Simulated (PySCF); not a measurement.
## Zn: ionisation energy

Zn [Ar] 3d10 4s2 (1S) → Zn+ [Ar] 3d10 4s1 (2S), as a difference of total energies. Calculation: PySCF 2.14, in 6-31G* (5s4p2d1f, 34 functions); no relativity, point nucleus. Correlated levels: valence: [Ar] frozen. The calculations carry no spin-orbit coupling.

Task: Order these methods by the ionisation energy they give, lowest first.
A. MP2 (valence)
B. LDA
C. UHF
D. CCSD(T) (valence)

Result: C (7.401 eV), A (8.231 eV), D (8.484 eV), B (9.085 eV).

These non-relativistic numbers lack the scalar-relativistic shift.

Errors of the correlated levels include the incompleteness of this basis and the frozen core.

For comparison: 9.394 eV (measured; NIST Atomic Spectra Database, ionization energies).
